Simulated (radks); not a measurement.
Values are calculated unless marked as measured or tabulated.
Q: Os2+, 74 electrons, occupied as [Xe] 4f14 5d4.75 6s1.25 (fractional occupations, a model configuration). Code: a radial shooting solver on a logarithmic mesh with Libxc functionals. Model: scalar-relativistic Kohn-Sham, PBE, spin-unpolarised, spherical densities, point nucleus. Some entries of the table are withheld. Estimate them.

| orbital | occ. | eigenvalue (eV) | <1/r> (bohr^-1) | <r^2> (bohr^2) |
|---|---|---|---|---|
| 1s | 2 | (1) | 90.51 | 0.0004332 |
| 2s | 2 | -12888.46 | 21.18 | 0.006639 |
| 2p | 6 | -11223.96 | 19.05 | 0.005532 |
| 3s | 2 | -3015.838 | 7.849 | 0.04297 |
| 3p | 6 | -2527.192 | 7.212 | 0.04388 |
| 3d | 10 | -1981.799 | 6.804 | 0.03637 |
| 4s | 2 | -653.4101 | 3.346 | 0.2104 |
| 4p | 6 | -493.1737 | 3.033 | 0.2400 |
| 4d | 10 | -294.3553 | (2) | 0.2767 |
| 5s | 2 | -112.8387 | 1.339 | 1.129 |
| 4f | 14 | -73.4499 | 2.242 | 0.3809 |
| 5p | 6 | -71.8717 | 1.136 | 1.522 |
| 5d | 4.75 | -25.8287 | 0.7904 | 3.138 |
| 6s | 1.25 | -22.3726 | 0.4973 | 7.325 |

A: 
(1) 1s eigenvalue (eV): -73902.45
(2) 4d <1/r> (bohr^-1): 2.707
